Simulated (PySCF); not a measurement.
## Ionisation energy of Cl⁺ by level of theory

Cl⁺ [Ne] 3s2 3p4 (3P) → Cl²⁺ [Ne] 3s2 3p3 (4S), as a difference of total energies. Computed with PySCF 2.14 in aug-cc-pCVTZ-DK with one added diffuse shell each of s, p, d, f type (9s8p6d4f, 91 functions), with scalar relativity by spin-free X2C-1e. Correlated levels: valence: [Ne] frozen. The calculations carry no spin-orbit coupling.

| method | ionisation energy (eV) | plus first-order spin-orbit estimate | error of that sum (eV) |
| --- | --- | --- | --- |
| UHF | 22.573 | 22.612 | -1.202 |
| MP2 (valence) | 23.366 | 23.406 | -0.408 |
| SCS-MP2 (valence) | 23.454 | 23.493 | -0.321 |
| CCSD (valence) | 23.478 | 23.517 | -0.297 |
| CCSD(T) (valence) | 23.510 | 23.550 | -0.264 |

Reference: 23.814 eV (measured; NIST Atomic Spectra Database, ionization energies).

A first-order spin-orbit estimate (lowest level to lowest level, LS coupling) adds 0.040 eV.

Errors of the correlated levels include the incompleteness of this basis and the frozen core.
